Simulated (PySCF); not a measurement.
A species of formula C5H4FN has this rotational fingerprint, computed with PBE0-D3(BJ)/def2-SVP geometry optimisation, gas phase (PySCF):

| Item | Value |
| --- | --- |
| Rotational constants | A = 5910, B = 2704, C = 1855 MHz |
| Dipole components | \|μa\| = 2.55 D, \|μb\| = 1.79 D, \|μc\| = 0.00 D |
| Inertial defect | 0.00 u·Å² |
| κ | -0.58 |

Task: Which candidate fits, each taken in the one conformer that was computed?
A. 2-fluoropyridine, `Fc1ccccn1`
B. `Fc1ccncc1`
C. `[N:1]#[C:2][C:3]#[C:4][CH2:5][CH2:6][F:7]` with C4–C5–C6–F7 180°
D. `[CH:1]#[C:2][C@H:3]([C:4]#[N:5])[CH2:6][F:7]` with C2–C3–C6–F7 -61°
E. `[CH2:1]=[CH:2]/[CH:3]=[C:4](\[F:5])[C:6]#[N:7]` with C1–C2–C3–C4 -179°
F. `N#C[C@H]1CC=C1F`

Result: A. It is Fc1ccccn1, an asymmetric top, point group Cs. The candidates at the same level (rigid rotor, commonest isotopes):

```
         SMILES  A (MHz)  B (MHz)  C (MHz)  μa (D)  μb (D)  μc (D)  Δ (u·Å²)  point group                        rotor
      Fc1ccccn1     5910     2704     1855    2.55    1.79    0.00      0.00           Cs               asymmetric top
      Fc1ccncc1     6028     2591     1812    0.86    0.00    0.00      0.00          C2v               asymmetric top
      N#CC#CCCF    20546    809.7    786.8    3.22    0.57    0.00     -6.39           Cs  near-prolate asymmetric top
C#C[C@H](C#N)CF     3257     2229     1387    2.00    0.28    0.30    -17.35           C1               asymmetric top
 C=C/C=C(\F)C#N     6948     1415     1176    3.92    0.14    0.00      0.00           Cs  near-prolate asymmetric top
N#C[C@H]1CC=C1F     4305     2327     1643    3.01    2.40    1.19    -27.02           C1               asymmetric top
```

`N#CC#CCCF` has A 248 % too high; `Fc1ccncc1` has B 4 % too low; `C=C/C=C(\F)C#N` has B 48 % too low; `N#C[C@H]1CC=C1F` has A 27 % too low; `C#C[C@H](C#N)CF` has A 45 % too low. In the right answer the mirror of this Cs structure is the ab plane, so μc vanishes by symmetry. No structure here is proved a minimum.
